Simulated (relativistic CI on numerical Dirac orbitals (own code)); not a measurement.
**Spin-allowed bands of a d2 ion in a tetrahedral site, by hand**

Problem. Take Δ = 3800 cm⁻¹ and B = 850 cm⁻¹ for a d2 ion in a tetrahedral site. Calculate the three spin-allowed bands.

Working.
1. The terms of highest spin are 3F (energy 0) and 3P (15B = 12750 cm⁻¹). Here the F term splits into A2 at −1.2Δ = -4560, T2 at −0.2Δ = -760 and T1 at +0.6Δ = 2280 cm⁻¹.
2. The two T1 states mix through the element 0.4Δ: H = [[2280, 1520], [1520, 12750]], with roots ½(H₁₁ + H₂₂) ∓ ½√[(H₂₂ − H₁₁)² + 4H₁₂²] = ½(15030) ∓ ½(10902) = 2064 and 12966 cm⁻¹.
3. The ground term is 3A2 at -4560 cm⁻¹.
4. Bands: 3T2 3800 cm⁻¹ (2632 nm), 3T1(F) 6624 cm⁻¹ (1510 nm), 3T1(P) 17526 cm⁻¹ (571 nm).

Check. Exact diagonalisation of the whole d2 shell with these parameters gives 3T2 3800, 3T1 6624, 3T1 17526 cm⁻¹. The match is exact, since without spin-orbit coupling no other term has this spin. The ratio of the second band to the first, 1.743, depends on Δ/B = 4.5 alone, which is how a Tanabe-Sugano diagram is read.
